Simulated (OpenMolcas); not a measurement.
**5s² 5p³ along the 51-electron sequence**

| Property | Result |
| --- | --- |
| Program | OpenMolcas 26.06 |
| Method | CASSCF |
| Basis | ANO-R2 |
| Scalar Hamiltonian | X2C, finite nucleus |
| Spin-orbit coupling | RASSI with atomic mean-field integrals over the reference wave functions, term energies averaged over their components |

Active space for each ion: 5 electrons in 4 orbitals (5s 5p).

Computed levels in cm-1 above ⁴S°_3/2:

```json
{"Level": "²D°_3/2", "Sb": "12164", "Te+": "14057", "I2+": "15624", "Xe3+": "17057"}
{"Level": "²D°_5/2", "Sb": "13503", "Te+": "16284", "I2+": "18906", "Xe3+": "21537"}
{"Level": "²P°_1/2", "Sb": "18775", "Te+": "22684", "I2+": "26396", "Xe3+": "30020"}
{"Level": "²P°_3/2", "Sb": "20448", "Te+": "25601", "I2+": "30925", "Xe3+": "36566"}
{"Level": "weight of ⁴S° in the lowest level (%)", "Sb": "98", "Te+": "96", "I2+": "94", "Xe3+": "91"}
```

Mixed levels, with the weight of the term that names them: I2+ ²P°_3/2 (75 %), Xe3+ ²D°_3/2 (75 %), Xe3+ ²P°_3/2 (72 %).

Measured, with the error of the calculation in %. Measured levels: Sb, Te+ from NIST Handbook of Basic Atomic Spectroscopic Data; Xe3+ from Saloman, J. Phys. Chem. Ref. Data 33, 765 (2004).

| Level | Sb | Te+ | Xe3+ |
| --- | --- | --- | --- |
| ²D°_3/2 | 8512 (+42.9) | 10222 (+37.5) | 13267 (+28.6) |
| ²D°_5/2 | 9854 (+37.0) | 12422 (+31.1) | 17511 (+23.0) |
| ²P°_1/2 | 16395 (+14.5) | 20547 (+10.4) | 28036 (+7.1) |
| ²P°_3/2 | 18464 (+10.7) | 24032 (+6.5) | 35650 (+2.6) |

²D°_3/2 changes by a factor of 1.4 over the same range, with steps per unit of Z of +1890, +1570, +1430 cm-1.

Computed and measured levels are paired by configuration, term and J; levels that our copy of the source lacks, or whose pairing is in doubt (as where it misses far off the trend of its configuration), stay unpaired and out of the deviations. Levels of configurations outside the active space are missing.

° marks odd parity.
